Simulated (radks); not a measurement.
Values are calculated unless marked as measured or tabulated.
Problem. Cd3+, 45 electrons, occupied as [Kr] 4d9 (the NIST ground configuration). Code: a radial shooting solver on a logarithmic mesh with Libxc functionals. Model: scalar-relativistic Kohn-Sham, LDA (Slater exchange, VWN5 correlation), spin-polarised, spherical densities, finite nucleus; open shells are filled with parallel spins first (spin-orbit coupling, left out, can overturn this in heavy ions); Fermi nuclear charge, rms radius 4.6087 fm. Some entries of the table are withheld. Estimate them.

orbital,occ.,eigenvalue (hartree),<1/r> (bohr^-1)
1s up,1,-974.8973,50.58
1s down,1,-974.8971,50.58
2s up,1,-145.9081,11.51
2s down,1,-145.9001,11.51
2p up,3,-131.1478,11.11
2p down,3,-131.1414,11.11
3s up,1,-28.25748,4.056
3s down,1,-28.25195,4.056
3p up,3,-23.41489,3.866
3p down,3,-23.40891,3.866
3d up,5,(1),3.641
3d down,5,(2),3.641
4s up,1,-5.21102,1.583
4s down,1,-5.18269,1.583
4p up,3,-3.77553,1.430
4p down,3,-3.74693,1.430
4d up,5,(3),1.113
4d down,4,(4),1.110

Solution. 
(1) 3d up eigenvalue (hartree): -15.81144
(2) 3d down eigenvalue (hartree): -15.80355
(3) 4d up eigenvalue (hartree): -1.70591
(4) 4d down eigenvalue (hartree): -1.67902
